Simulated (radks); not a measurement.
All-electron atom: W I in [Xe] 4f14 5d4 6s2 (the NIST ground configuration).

All-electron calculation, scalar-relativistic Kohn-Sham, BLYP, spin-unpolarised, spherical densities, finite nucleus; Fermi nuclear charge, rms radius 5.3658 fm. Program: a radial shooting solver on a logarithmic mesh with Libxc functionals.

Energy parts (Ry):
total: -32281.8713
kinetic: 35558.3527
electron-nucleus: -79804.5893
Hartree: 12611.5223
exchange-correlation: -647.1569

Orbitals (lengths in bohr, moments of r in powers of bohr; r(90%) holds 90 % of the orbital's charge):
| orbital | occ. | eigenvalue (Ry) | <r^2> | r(90%) | <1/r> |
|---|---|---|---|---|---|
| 1s | 2 | -5106.472 | 0.0004631 | 0.0334 | 87.05 |
| 2s | 2 | -881.4207 | 0.007121 | 0.120 | 20.36 |
| 2p | 6 | -771.0637 | 0.005891 | 0.113 | 18.45 |
| 3s | 2 | -202.9726 | 0.04623 | 0.295 | 7.538 |
| 3p | 6 | -170.2786 | 0.04698 | 0.301 | 6.961 |
| 3d | 10 | -132.6118 | 0.03897 | 0.283 | 6.577 |
| 4s | 2 | -41.84222 | 0.2282 | 0.645 | 3.204 |
| 4p | 6 | -31.11409 | 0.2599 | 0.695 | 2.911 |
| 4d | 10 | -17.50301 | 0.3031 | 0.767 | 2.590 |
| 5s | 2 | -5.79761 | 1.279 | 1.53 | 1.253 |
| 5p | 6 | -3.16243 | 1.773 | 1.83 | 1.052 |
| 4f | 14 | -2.42388 | 0.4648 | 1.01 | 2.084 |
| 6s | 2 | -0.41118 | 11.63 | 4.76 | 0.3980 |
| 5d | 4 | -0.31893 | 5.315 | 3.37 | 0.6419 |

The highest occupied level is 5d at -4.339 eV. For comparison, the ionisation energy in NIST's Atomic Spectra Database is 7.864 eV (measured). In exact Kohn-Sham theory the highest level is minus the ionisation energy, but local and semilocal functionals leave it too shallow, through self-interaction and a potential that decays too fast; potentials with the right tail come closer.

Beside tabulated values, note that spin-unpolarised runs miss the spin-polarisation part of the exchange energy of open shells.
